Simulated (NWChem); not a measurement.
System meant: diiodomethane (CH2I2); SMILES ICI

The following NWChem deck was run.

```
start job
memory heap 200 mb stack 900 mb global 1100 mb
geometry units angstroms noautoz
  I      1.813414     0.000000     0.076257
  C      0.000000     0.000000    -1.056251
  I     -1.813414     0.000000     0.076257
  H      0.000000     0.902932    -1.674573
  H      0.000000    -0.902932    -1.674573
end
basis spherical
  * library def2-svp
end
dft
  xc xpbe96 cpbe96
  iterations 150
  mulliken
end
task dft energy
```

End of the output:

```
             Grid Information
             ----------------
          Grid used for XC integration:  medium
          Radial quadrature: Mura-Knowles
          Angular quadrature: Lebedev.
          Tag              B.-S. Rad. Rad. Pts. Rad. Cut. Ang. Pts.
          ---              ---------- --------- --------- ---------
          I                   1.40      123          11.0       590
          C                   0.70       49           8.0       434
          H                   0.35       45           9.0       434
          Grid pruning is: on
          Number of quadrature shells:   217
          Spatial weights used:  Erf1

          Convergence Information
          -----------------------
          Convergence aids based upon iterative change in
          total energy or number of iterations.
          Levelshifting, if invoked, occurs when the
          HOMO/LUMO gap drops below (HL_TOL):  1.00D-02
          DIIS, if invoked, will attempt to extrapolate
          using up to (NFOCK): 10 stored Fock matrices.

                    Damping( 0%)  Levelshifting(0.5)       DIIS
                  --------------- ------------------- ---------------
          dE  on:    start            ASAP                start
          dE off:    2 iters        150 iters           150 iters

      Screening Tolerance Information
      -------------------------------
          Density screening/tol_rho:  1.00D-10
          AO Gaussian exp screening on grid/accAOfunc:  14
          CD Gaussian exp screening on grid/accCDfunc:  20
          XC Gaussian exp screening on grid/accXCfunc:  20
          Schwarz screening/accCoul:  1.00D-08

      Superposition of Atomic Density Guess
      -------------------------------------

      charge =      53.0 I (Iodine)

      symmetry species            s     p     d     f
      number of basis functions =10     7     6
      number of cont. functions = 4     4     2
      number of closed shells   = 5     3     2
      number of open shells     = 0     1     0
      open shell occupation     = 0     5     0
 ------------------------------------------------------------------------
 atomscf:atomd: error in atom scf                   0
 ------------------------------------------------------------------------
 ------------------------------------------------------------------------
  current input line :
    18: task dft energy
 ------------------------------------------------------------------------
 ------------------------------------------------------------------------
 This error has not yet been assigned to a category
 ------------------------------------------------------------------------
 For more information see the NWChem manual at https://nwchemgit.github.io

0:atomscf:atomd: error in atom scf:Received an Error in Communication
```

Question: Can this run be used? If not, why, and what is the fix?

Answer: The run crashed. Cause: the def2 basis of a heavy element holds valence functions alone and wants its effective core potential (without it all electrons must fit into that basis). This input runs:
```
start job
memory heap 200 mb stack 900 mb global 1100 mb
geometry units angstroms noautoz
  I      1.813414     0.000000     0.076257
  C      0.000000     0.000000    -1.056251
  I     -1.813414     0.000000     0.076257
  H      0.000000     0.902932    -1.674573
  H      0.000000    -0.902932    -1.674573
end
basis spherical
  I library def2-svp
  C library def2-svp
  H library def2-svp
end
ecp
  I library def2-ecp
end
dft
  xc xpbe96 cpbe96
  iterations 150
  mulliken
end
task dft energy
```
It converges to -634.58799 Ha (PBE/def2-SVP with def2 effective core potentials on I).
